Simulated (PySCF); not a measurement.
5,5-difluorocyclopenta-1,3-diene (C5H4F2), SMILES FC1(F)C=CC=C1. Heavy atoms are numbered as in [F:1][C:2]1([F:3])[CH:4]=[CH:5][CH:6]=[CH:7]1. Hydrogens are named by the atom that carries them.

Coordinates come from a PBE-D3(BJ)/def2-SVP optimisation. The values are those of a single conformer.

These are PBE/def2-TZVP run with PySCF values and carry that method's errors.

ESP charges are fitted to the potential on shells at 1.4 to 2.0 van der Waals radii. Atomic charges (e), one atom of each kind:

| atom | ESP fit | Löwdin |
|---|---|---|
| F1 | -0.24 | 0.18 |
| C2 | 0.70 | -0.48 |
| C4 (CH) | … | -0.11 |
| C5 (CH) | … | -0.12 |
| H on C4 | … | 0.14 |
| H on C5 | 0.14 | 0.14 |

Question: Some entries are withheld; supply them. (The exact figures need the calculation; the answer reports its results.)

Answer: 
- C4 (CH), ESP fit: -0.38
- C5 (CH), ESP fit: -0.06
- H on C4, ESP fit: 0.20

Computed Mayer and Wiberg (Löwdin basis) orders of the bonds:
| bond | Mayer | Wiberg |
|---|---|---|
| F1–C2 | 1.12 | 1.68 |
| C2–F3 | 1.12 | 1.68 |
| C2–C4 | 0.97 | 1.09 |
| C4–C5 | 1.86 | 1.96 |
| C5–C6 | 1.00 | 1.20 |
| C2–C7 | 0.97 | 1.09 |
| C6–C7 | 1.86 | 1.96 |
